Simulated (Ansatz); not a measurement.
Compare A (`FB(F)N[SiH3]`) with its isomer B (`BN[SiH](F)F`).

Program: Ansatz. Geometries: PBE0-D4/def2-TZVP. ΔE: electronic, gas phase. CCSD(T)/CBS adds triple-zeta CCSD(T) − MP2 to the extrapolated MP2 energy (def2 sets, frozen cores). Functionals use def2-TZVPP. Each species was taken in one conformer, which may not be the lowest.

Question: Which isomer does CCSD(T)/CBS put lower? Give the gap. (Estimate.)

Answer: Ansatz gave: B, by 36.0 kJ/mol.

Question: Give E(B) − E(A) in kJ/mol with r2SCAN-D4, PBE-D4, B2PLYP, LDA (SPW92), PBE0-D4, ωB97M-V, CCSD/def2-TZVPP. (An estimate is asked.)

Answer: Computed: r2SCAN-D4 -24.1, PBE-D4 -17.4, B2PLYP -29.6, LDA (SPW92) -9.7, PBE0-D4 -18.7, ωB97M-V -27.8, CCSD/def2-TZVPP -27.8. None reverses the order clearly.

Question: Does the order hold for the free energy at 298.15 K (harmonic terms from PBE0-D4)? (Estimate.)

Answer: The calculation gave: Yes: G(B) − G(A) = -30.2 kJ/mol, for one conformer each. Modes under 60 cm⁻¹, often nearly free rotors, make the harmonic entropy too high.

Largest T1 diagnostic: 0.012.

At CCSD(T), def2-SVP lies +64.3 kJ/mol from the extrapolated value and def2-TZVPP +8.1 kJ/mol. Leaving LDA and LC-ωPBE aside and taking each functional with its dispersion term where it has one, the values spread over 12.2 kJ/mol, from B2PLYP to PBE-D4. LDA lies +7.4 kJ/mol from PBE without D4.
